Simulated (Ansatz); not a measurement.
Geometry optimisation, RKS B3LYP-D4/def2-SVP (Ansatz 0.2.0).

The input (input.yaml):

```yaml
crystal:
  periodic: [false, false, false]
  atoms:
    - { symbol: O, position_ang: [2.2802, 0.2033, 0.7393] }
    - { symbol: C, position_ang: [0.888, 0.0702, 0.407] }
    - { symbol: "N", position_ang: [0.2566, -0.6625, -0.565] }
    - { symbol: Ge, position_ang: [-1.3908, -0.087, -0.3744] }
    - { symbol: F, position_ang: [-1.8687, 1.1137, -1.5859] }
    - { symbol: S, position_ang: [-0.6189, 0.7341, 1.2698] }
    - { symbol: H, position_ang: [2.9779, -0.1967, 0.1769] }
    - { symbol: H, position_ang: [-2.4322, -1.2322, -0.1234] }
basis:
  gaussian: { orbitals: def2-SVP }
hamiltonian:
  xc: b3lyp
  dispersion: d4
relax:
  f_tol: 0.02
  max_steps: 50
output:
  orbitals: {}
```

Launched with:

```bash
$ ansatz run input.yaml --threads 2 --pin off --max-ram 3072MiB --backend cpu --events-out ev --progress --plain --runs-dir out
```

Question: Where does it end, and by what steps?

Answer: The forces met the threshold. After 8 steps the energy has fallen by 2.372 eV; H7 moved furthest, 0.33 Å.

```json
{"step": "0", "energy less start (eV)": "0.0000", "largest force component (eV/Å)": "6.851", "accepted": "yes"}
{"step": "1", "energy less start (eV)": "-1.9052", "largest force component (eV/Å)": "2.682", "accepted": "yes"}
{"step": "2", "energy less start (eV)": "-2.3231", "largest force component (eV/Å)": "0.524", "accepted": "yes"}
{"step": "3", "energy less start (eV)": "-2.3519", "largest force component (eV/Å)": "0.412", "accepted": "yes"}
{"step": "4", "energy less start (eV)": "-2.3535", "largest force component (eV/Å)": "0.620", "accepted": "yes"}
{"step": "5", "energy less start (eV)": "-2.3695", "largest force component (eV/Å)": "0.163", "accepted": "yes"}
{"step": "6", "energy less start (eV)": "-2.3681", "largest force component (eV/Å)": "0.136", "accepted": "no"}
{"step": "7", "energy less start (eV)": "-2.3717", "largest force component (eV/Å)": "0.068", "accepted": "yes"}
{"step": "8", "energy less start (eV)": "-2.3721", "largest force component (eV/Å)": "0.011", "accepted": "yes"}
```

```xyz
8
Properties=species:S:1:pos:R:3
O 2.123 0.166 0.810
C 0.870 0.086 0.387
N 0.475 -0.522 -0.676
Ge -1.319 -0.126 -0.389
F -1.981 0.976 -1.559
S -0.387 0.905 1.417
H 2.672 -0.311 0.161
H -2.360 -1.232 -0.206
```

Run time: 17 s on 2 threads of AMD EPYC 9R45 96-Core Processor (Zen 5) (shared host), peak memory 0.32 GiB.
